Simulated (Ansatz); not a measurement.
Ansatz (a program for electronic structure) input:

Ansatz 0.2 input:
```yaml
crystal:
  periodic: [false, false, false]
  atoms:
    - {symbol: C, position_ang: [-0.00000000, -0.00000000, -1.28727137]}
    - {symbol: C, position_ang: [0.00000000, 0.00000000, 0.00000000]}
    - {symbol: C, position_ang: [0.00000000, 0.00000000, 1.28727137]}
basis:
  gaussian:
    orbitals: def2-TZVP
hamiltonian:
  xc: b3lyp
  dispersion: d3bj
phonons: {temperatures: {t_min: 298.15, t_max: 298.15, t_step: 100}}
```

What final total energy does it print?

-114.09208 Eh (B3LYP-D3(BJ)/def2-TZVP). The basis has 93 functions.
